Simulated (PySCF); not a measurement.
Molecule: C8H11BO2, SMILES OB(O)CCc1ccccc1, singlet. Atoms near the plane z = 0.0 Å, at the GFN2-xTB optimised geometry (x, y, z in Å): C5 (-1.5, -1.9, 0.0), C6 (-0.7, -0.6, 0.0), C7 (-1.4, 0.6, 0.0), C8 (-0.7, 1.8, 0.0), C9 (0.7, 1.8, 0.0), C10 (1.4, 0.5, 0.0), C11 (0.7, -0.6, 0.0), H16 (-2.5, -1.8, -0.4), H17 (-0.9, -2.7, -0.5), H18 (-2.5, 0.6, 0.0), H19 (-1.2, 2.7, 0.0), H20 (1.3, 2.7, 0.0), H21 (2.5, 0.5, 0.0), H22 (1.2, -1.6, 0.0).

Method: PySCF with PBE0/def2-SVP. Cells within 0.4 Å of a nucleus heavier than hydrogen are left out (blank, or x). The values are rescaled to run from 0 to 1.

```
|0000000000000000000000000|
|0000000000000000000000000|
|0000000012210112100000000|
|0000001244432344421000000|
|0000002456654566642000000|
|0000013579876689753100000|
|0000013589988899863100000|
|0000123579x999x9853200000|
|0001245679xx9xx9765320000|
|0002467889999999877542000|
|00035799xx98789x999753000|
|00135799xx98689xx99753000|
|0002467899988999988642000|
|0012345689xx9xx9865431000|
|0012345689xx9xx9754210000|
|0123467889988999853100000|
|01235789xx976799753100000|
|00135789xx975677642000000|
|0002457899875455431000000|
|0001245678864333210000000|
|0000123456653210000000000|
|0000012334432000000000000|
|0000001122210000000000000|
|0000000000000000000000000|
|0000000000000000000000000|
```
Scale: ten equal steps from 0.000 (start of '0') to 1.00 (end of '9'), in the order '0123456789'; x runs from -5.00 to 5.00, y from -5.00 (bottom) to 5.00 (top).

Task: Which quantity is mapped?
A) deformation density (molecule minus spherical neutral atoms)
B) electrostatic potential
C) log10 of the electron density
D) Laplacian of the electron density

Result: C, log10 of the electron density. In full: log10 of the electron density (e/bohr³), floored at −4.
